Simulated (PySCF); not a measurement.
B(GeH3)(OH)2 (BGeH₅O₂), SMILES O[B](O)[GeH3].

Geometry: ωB97X-D3(BJ)/def2-SVP. This is a generated structure with no PubChem entry under its InChIKey; it may be hypothetical. Other conformers were not sampled.

Two levels are set side by side: PBE/def2-TZVP (PySCF) and CAM-B3LYP/def2-TZVP (PySCF). Same geometry, gas phase. Differences are taken from unrounded values.

| quantity | CAM-B3LYP | PBE | PBE minus CAM-B3LYP |
|---|---|---|---|
| orbital gap (eV) | 10.31 | 5.69 | -4.62 |
| highest occupied level (eV) | -9.43 | -6.74 | 2.68 |
| lowest empty level (eV) | 0.89 | -1.05 | -1.94 |
| dipole moment (D) | 1.54 | 1.22 | -0.32 |
| mean polarisability (bohr³) | 53.3 | 56.3 | 3.0 |

PBE's occupied levels lie high since its potential decays too fast outside the molecule; exact exchange lowers them and widens the gap. Loosely held outer electrons make PBE densities more polarisable. Differences between two approximate levels are no errors against the true value.

Rough cost on one machine, each run with all the roots and properties that it gave: CAM-B3LYP against PBE within a factor of 2.
